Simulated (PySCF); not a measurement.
# Run times: cerium in x2c-TZVPPall-2c

Measured wall times of calculations with PySCF 2.14 in x2c-TZVPPall-2c, with two-component X2C-1e, run from one Python driver. Hardware: 1 thread of AMD EPYC 9R45 96-Core Processor on a shared host, 3 GiB allowed. The two-electron integrals over 140 functions were computed once and kept in memory (15 CPU seconds with the set-up); the times below exclude them.

Launch command (the driver calls PySCF for each step listed in the task file):

```bash
OMP_NUM_THREADS=1 python sorun2.py TASK.json OUT
```

```csv
species,step,iterations,wall time (s)
Ce³⁺ [Xe] 4f1,"GHF, spin-free",20,24
Ce³⁺ [Xe] 4f1,"GMP2 (27 electrons), spin-free",,4.2
Ce³⁺ [Xe] 4f1,"GHF, screened spin-orbit",13,17
Ce³⁺ [Xe] 4f1,"GMP2 (27 electrons), screened spin-orbit",,3
Ce⁴⁺ [Xe],"GHF, spin-free",5,8
Ce⁴⁺ [Xe],"GMP2 (26 electrons), spin-free",,2.8
Ce⁴⁺ [Xe],"GHF, screened spin-orbit",6,9.1
Ce⁴⁺ [Xe],"GMP2 (26 electrons), screened spin-orbit",,2.8
```

Peak memory of the process: 0.99 GiB. Times on a shared host vary from run to run.
